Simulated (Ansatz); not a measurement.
`C=C[Si](N)(N)N`, relaxed with RKS PBE-D4/def2-SVP in Ansatz from a rough embedded geometry. The force threshold is 0.03 eV/Å; the program also tests the step.

The species carries charge 0 and has multiplicity 1.

Start:

```xyz
15

C     1.903    0.648    1.477
C     1.295    0.699    0.221
Si   -0.250   -0.028   -0.287
N    -1.445   -0.129    0.830
N    -0.180   -1.669   -0.635
N    -0.957    0.525   -1.658
H     1.404    0.143    2.283
H     2.799    1.137    1.620
H     1.838    1.219   -0.611
H    -2.188   -0.637    0.445
H    -1.813    0.887    0.933
H     0.134   -2.181    0.179
H     0.538   -1.781   -1.348
H    -1.564   -0.173   -2.024
H    -1.515    1.341   -1.424
```

```csv
step,energy (eV),largest force (eV/Å),largest move (Å)
1,-14548.6676,4.567,0.000
2,-14550.0339,1.536,0.194
3,-14550.3354,0.683,0.200
4,-14550.4806,0.418,0.193
5,-14550.5395,0.248,0.200
6,-14550.5548,0.174,0.131
7,-14550.5632,0.271,0.146
8,-14550.5695,0.127,0.031
9 (rejected),-14550.5672,0.306,0.060
10,-14550.5716,0.078,0.029
11 (rejected),-14550.5700,0.111,0.100
12,-14550.5739,0.064,0.049
13,-14550.5746,0.019,0.029
```

End:

```xyz
15

C     1.633    0.913    1.443
C     1.227    0.760    0.166
Si   -0.314   -0.203   -0.335
N    -1.304   -0.233    1.108
N    -0.194   -1.892   -0.758
N    -0.819    0.544   -1.834
H     1.053    0.481    2.278
H     2.554    1.460    1.716
H     1.858    1.195   -0.634
H    -2.162   -0.790    1.089
H    -1.465    0.649    1.601
H     0.086   -2.546   -0.023
H     0.281   -2.117   -1.635
H    -1.684    0.217   -2.273
H    -0.751    1.562   -1.911
```

Run time 13 s (4 threads of an Intel Xeon Platinum 8488C on a shared host); peak host memory 0.2 GiB.
